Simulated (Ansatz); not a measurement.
A further run on Si4O4 (the lowest singlet isomer of a short search).

```yaml
crystal:
  periodic: [false, false, false]
  atoms:
    - {symbol: Si, position_ang: [1.748181, 0.424308, 1.347486]}
    - {symbol: Si, position_ang: [-1.362922, -1.547893, -0.893675]}
    - {symbol: Si, position_ang: [1.150308, 0.346485, -1.899782]}
    - {symbol: Si, position_ang: [-1.535530, 0.776954, 1.445845]}
    - {symbol: O, position_ang: [0.128512, 0.725708, 1.688487]}
    - {symbol: O, position_ang: [-0.128301, -0.726287, -1.688160]}
    - {symbol: O, position_ang: [1.755191, 0.467457, -0.334444]}
    - {symbol: O, position_ang: [-1.755430, -0.466733, 0.334243]}
basis:
  gaussian: {orbitals: def2-mTZVP, point_charges: [{charge: 1.00, position_ang: [4.536, -0.147, -0.665]}]}
hamiltonian: {xc: {name: PBEsol}}
scf: {omitted_lower_state_checks: [starts]}
```

```sh
$ ansatz run in.yaml --threads 4 --pin off --events-out ev --progress --plain --max-ram 4787MiB
```

It prints (some lines left out):

```
Functional definition: PBEsol
1464 factors; their error is unknown
mean field evaluation 1: about -39574.8745 eV, gradient 1.3e2 eV
mean field evaluation 2: about -39324.3777 eV, gradient 3.2e2 eV
mean field evaluation 4: about -39597.9503 eV, gradient 3.6e1 eV
mean field evaluation 8: about -39600.7426 eV, gradient 4.9e-1 eV
mean field evaluation 16: about -39600.7313 eV, gradient 1.8e-3 eV
mean field -39600.73128227 eV, -1455.3000322837 hartree, gradient 2.4e-5 eV, S^2 0.000000; 0 other end points of the search recorded, 0 dependent functions left out
reference -39600.73132483 eV, -1455.3000338478 hartree; 44, 44 occupied and 140, 140 virtual orbitals, 1464 factors
Total energy: -39600.73132483 eV, -1455.3000338478 hartree
Checks for a lower state left out: starts
```

It took 2.8 s on 4 threads of Arm Neoverse V2 on a shared host.

The restricted singlet is unstable towards broken spin symmetry in Hartree–Fock (as tested in another run); at RKS PBEsol/def2-mTZVP this wasn't settled.
